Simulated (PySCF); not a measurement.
Species: C3H2F6.
InChI=1S/C3H2F6/c4-1-2(5,6)3(7,8)9/h1H2

Torsions of this conformer, `[F:1][CH2:2][C:3]([F:4])([F:5])[C:6]([F:7])([F:8])[F:9]`: F1–C2–C3–F4 177°, C2–C3–C6–F7 -68°.

The closed-shell ground state was solved at several levels (PySCF, density fitting, gas phase, non-relativistic). Geometry: PBE0-D3(BJ)/def2-SVP, one conformer, isolated molecule.

```json
{"level": "KT3/pcSseg-2", "basis functions": "352", "total energy (Eh)": "-723.7167", "HOMO (eV)": "-8.60", "LUMO (eV)": "-0.46", "gap (eV)": "8.14", "dipole (D)": "1.84"}
{"level": "PBE0/pcSseg-1", "basis functions": "163", "total energy (Eh)": "-713.8282", "HOMO (eV)": "-10.17", "LUMO (eV)": "1.14", "gap (eV)": "11.31", "dipole (D)": "1.96"}
{"level": "B3LYP/pcJ-1", "basis functions": "263", "total energy (Eh)": "-714.5767", "HOMO (eV)": "-9.92", "LUMO (eV)": "0.86", "gap (eV)": "10.78", "dipole (D)": "1.95"}
```

(1) What might CAM-B3LYP/def2-SVPD (214 basis functions) give for the same quantities?

(2) Over all these levels, which gives the widest orbital gap and which the narrowest?

(3) How far do the dipole and the HOMO energy spread over the levels?

Results:

(1) Total energy -713.8973 Eh, HOMO -11.92 eV, LUMO 1.13 eV, gap 13.05 eV, dipole 2.06 D.

(2) CAM-B3LYP/def2-SVPD (range-separated hybrid) has the widest, 13.05 eV, and KT3/pcSseg-2 (GGA) the narrowest, 8.14 eV. Functional and basis both differ between the two, so the spread mixes both effects.

(3) The dipole runs from 1.84 to 2.06 D (mean 1.95 D) and the HOMO from -11.92 to -8.60 eV.
